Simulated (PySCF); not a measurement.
A run for PySCF: R-B3LYP/3-21G on HBr (SMILES Br).

```python
from pyscf import gto, scf, dft, mp
from pyscf.data.elements import chemcore

mol = gto.M(
    atom='''
    Br    0.17720384   -0.30934115    3.68880181
    H     0.25518568   -0.59205068    2.28870899
    ''',
    basis='3-21g',
    charge=0, spin=0, verbose=3, max_memory=1800)
mf = dft.RKS(mol, xc='b3lyp')
mf.conv_tol = 1e-8
mf.max_cycle = 100
mf.kernel()
if not mf.converged:
    mf = mf.newton().run(mf.mo_coeff, mf.mo_occ)
```

The log:

```
converged SCF energy = -2562.38268434139
```

Self-consistency was reached.

Cost: roughly 0.3 core-seconds.
